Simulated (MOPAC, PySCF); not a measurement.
CH$_{3}$AlI$_{2}$, SMILES `[CH3][Al]([I])[I]`, neutral singlet in the gas phase. 

Z-matrix (Å, degrees):
```
Al
C 1 1.9391
H 2 1.0906 1 111.52
H 2 1.0922 3 109.04 1 -122.30
H 2 1.0932 3 108.43 4 -116.54
I 1 2.4810 2 121.73 3 9.97
I 1 2.4812 2 120.79 3 -170.45
```
Charge 0, multiplicity 1.

All levels are single points at this geometry (B3LYP-D3(BJ)/def2-TZVP); Pople sets use spherical d functions. Orbital energies aren't observables, and empty levels follow the basis.

```
level                                  HOMO (eV)  LUMO (eV)  gap (eV)  dipole (D)  vertical IE, Delta-SCF (eV)
-------------------------------------  ---------  ---------  --------  ----------  ---------------------------
PBE-D3(BJ)/def2-TZVP in PySCF              -6.49      -2.21      4.28        1.62                            –
ωB97X-D3(BJ)/def2-TZVP in PySCF            -9.87       0.37     10.25        1.74                            –
B3LYP/6-31G* (LANL2DZ on I) in PySCF       -7.39      -1.66      5.73        2.41                         9.48
BP86/6-31G* (LANL2DZ on I) in PySCF        -6.66      -2.30      4.35        2.40                            –
M06-2X/6-31G* (LANL2DZ on I) in PySCF      -8.55      -0.95      7.59        2.47                            –
AM1 in MOPAC                              -10.48      -2.19      8.29        1.95                            –
```
